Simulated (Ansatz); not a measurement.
Saddle point of BSiH$_{5}$Cl$_{2}$O, singlet (BHCl₂ ([Cl][BH][Cl]) + SiH₄O ([OH][SiH3]) → BSiH₃Cl₂O ([SiH3][O][B]([Cl])[Cl]) + H₂; bonds formed: H2–H5; dative contacts that become bonds: B1–O6; bonds broken: B1–H2, H5–O6), PBE0-D4/def2-TZVP structure:

```xyz
10
angstrom
B -0.9824 0.2565 -0.8815
H -0.4827 1.2700 -1.6034
Cl -0.5582 -1.2719 -1.7279
Cl -2.7108 0.5780 -0.5894
H 0.0342 1.2428 -0.6902
O -0.0966 0.5557 0.3224
Si 0.9795 -0.4664 1.1180
H 1.4792 0.3271 2.2625
H 0.2418 -1.6629 1.5741
H 2.0960 -0.8288 0.2154
```

Energies are electronic, without zero-point energy. Barriers and step energies count from the start structure reached by relaxing down the imaginary mode; all methods use the PBE0-D4 structures, on which another method's saddle can fall below an end. Computed with Ansatz 0.2.0 (basis: def2-TZVPP, with def2-QZVPP for the basis limit); correlated methods freeze the cores. B3LYP uses VWN-RPA correlation. Extrapolation: Hartree–Fock as exp(−7.88 √X), correlation as X^−2.97.

| method | barrier (kcal/mol) | step energy (kcal/mol) |
| --- | --- | --- |
| SPW92 | ? | -10.21 |
| PBE-D4 | 23.49 | -17.15 |
| BLYP-D4 | 25.97 | -21.23 |
| r2SCAN-D4 | 25.56 | -18.58 |
| B97M-V | 27.34 | -20.51 |
| PBE0-D4 | ? | -15.90 |
| B3LYP-D4 | 28.48 | -19.81 |
| r2SCAN0-D4 | 28.20 | -17.14 |
| BHLYP-D4 | 32.71 | -18.65 |
| CAM-B3LYP-D4 | 29.27 | -18.38 |
| wB97X-V | 29.59 | -16.97 |
| wB97M-V | 29.66 | -16.98 |
| B2PLYP | ? | -19.79 |
| PBE-QIDH | 29.14 | -15.88 |
| RPA on PBE | 29.75 | -18.70 |
| HF | 39.10 | -23.60 |
| MP2 | 28.79 | -17.77 |
| CCSD | 31.79 | -18.02 |
| CCSD(T) | 30.13 | -17.85 |

Question: Fill in the withheld barriers. (An estimate is asked for; the value comes from the calculation.)

Answer: By the calculation: PBE0-D4 26.98; B2PLYP 28.87; SPW92 21.08 kcal/mol. Each is the energy of the saddle less that of the start structure, by the same method.

For comparison, the barrier by CCSD(T) at an estimated basis limit (MP2 extrapolated from triple and quadruple zeta, plus CCSD(T) − MP2 in triple zeta) is 30.45 kcal/mol.

The T1 diagnostic stays at or below 0.012.

The step is the kind of ligand exchange by which a precursor binds to a hydroxyl group, or is hydrolysed, in atomic layer deposition of oxides.

Labels in which every atom is bracketed show which atoms are joined, not bond orders.

For scale, one of the runs: CCSD(T)/def2-TZVPP, 258 basis functions, launched by `ansatz run in.yaml --threads 8 --pin off --events-out ev --progress --plain --max-ram 19148MiB`. The run took 49 s on 8 CPU threads of an Intel Xeon Platinum 8259CL (shared host), with 5.7 GiB of host memory at its peak.
